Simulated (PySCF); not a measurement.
**Titanium: a sound run and one with changed settings**

Sound run: Ti [Ar] 3d2 4s2, Ti⁺ [Ar] 3d2 4s1. Computed with PySCF 2.14 in cc-pVDZ-DK (6s5p3d1f, 43 functions), with scalar relativity by spin-free X2C-1e. The sound run starts from symmetry-adapted Hartree-Fock orbitals and uses a fine grid where one is needed.

Changed run: radial step 1.2 in ln r (0.13 in the sound run). This setting is unsound on purpose.

| species | method | sound run (hartree) | changed run (hartree) | converged |
| --- | --- | --- | --- | --- |
| Ti | UHF | -852.74464 | -852.74464 | yes |
| Ti | r2SCAN | -853.66410 | -849.84750 | yes |
| Ti | B3LYP | -853.73851 | -850.48568 | yes |
| Ti⁺ | UHF | -852.54015 | -852.54015 | yes |
| Ti⁺ | r2SCAN | -853.42944 | -849.56764 | yes |
| Ti⁺ | B3LYP | -853.48654 | -850.23820 | yes |

Ionisation energy of Ti:

```csv
method,sound run (eV),changed run (eV)
UHF,5.564,5.564
r2SCAN,6.385,7.615
B3LYP,6.857,6.734
```

A coarse radial grid mis-integrates the density and the exchange-correlation energy, with errors of either sign; Hartree-Fock needs no grid.

For comparison, NIST gives 6.828 eV between the lowest levels.
